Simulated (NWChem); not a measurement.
Molecule: SiH3S2F; SMILES F[SiH](S)S

```xyz
7

Si    -0.4875    -0.2364     0.0000
F     -1.9217     0.5251     0.0000
S      0.6858     0.3422    -1.6737
S      0.6858     0.3422     1.6737
H     -0.8306    -1.6803     0.0000
H     -0.1829    -0.1848    -2.5660
H     -0.1829    -0.1848     2.5660
```
Atoms are numbered in this order, from 1.

This is a stationary point of PBE0/def2-SVP (NWChem), point group Cs. 

Problem. Is it a minimum? If not, what does it relax to?

Solution. No. It has an imaginary frequency of 150i cm⁻¹. Following that mode (on a finer grid) lowers the energy by 0.3 kcal/mol and ends, with real frequencies alone, at point group C1:
```xyz
7

Si    -0.4422    -0.4417    -0.0106
F     -1.8656     0.3275     0.1325
S      0.6946     0.2140    -1.6781
S      0.7512     0.0558     1.6757
H     -0.7903    -1.8775    -0.1488
H      0.1311    -0.6772    -2.5243
H     -0.3060     0.0773     2.5189
```
